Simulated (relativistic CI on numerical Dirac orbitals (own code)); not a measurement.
## What each ingredient does to the levels of Ta71+

Base calculation: Dirac-Coulomb-Breit CI, orbitals from a KLI potential per configuration, model QED (radiative potential, 1s self-energy scaled to tabulated hydrogen-like ionisation energies), unscaled Slater integrals.

Configurations in the expansion: 1s², 1s2s, 1s2p, 1s3s, 1s3p, 1s3d, 1s4s, 1s4p, 1s4d, 1s4f, 1s5s, 1s5p, 1s5d, 1s5f, 1s5g, 1s6s, 1s6p, 1s6d, 2s². Levels of other configurations are missing.

Variants: (1) Breit term removed. Shifts of the energy above 1s² ¹S0, in eV, for the lowest level and the first level of each name with at least 55 % of one term (blank where a level changes its place among those of its configuration and J or its character, or is not in the variant):

```
    Level     Base    Δ(1)
  1s² ¹S0      0.0     0.0
 1s2s ³S1  57269.0  +152.8
1s2p ³P°1  57382.5  +150.9
 1s2s ¹S0  57417.3  +120.9
1s2p ³P°0  57419.7   +91.4
1s2p ³P°2  58863.4  +149.4
1s2p ¹P°1  58912.9  +141.3
 1s3s ³S1  68341.5  +152.7
1s3p ³P°1  68371.8  +152.1
 1s3s ¹S0  68381.0  +143.6
1s3p ³P°0  68381.5  +136.6
1s3p ³P°2  68812.7  +151.9
 1s3d ³D2  68822.4  +154.1
 1s3d ³D1  68826.4  +149.8
1s3p ¹P°1  68827.5  +149.1
 1s3d ³D3  68949.1  +153.7
 1s3d ¹D2  68952.1  +151.2
 1s4s ³S1  72139.6  +152.7
1s4p ³P°1  72151.8  +152.5
 1s4s ¹S0  72155.6  +148.9
1s4p ³P°0  72155.7  +146.2
1s4p ³P°2  72336.5  +152.4
```

At this charge energies of transitions that change n are usually good to better than 1 %, and those within a shell (Δn = 0) to a few per cent.

Ionisation energy from the two ground configurations alone: base 76847.8 eV; Breit term removed 77000.8 eV. The NIST ASD value (theoretical) is 76852 eV.

LS names give the leading component of a level, which can be under half, so a name can repeat, a term be missing and a line seem to break the LS rules.
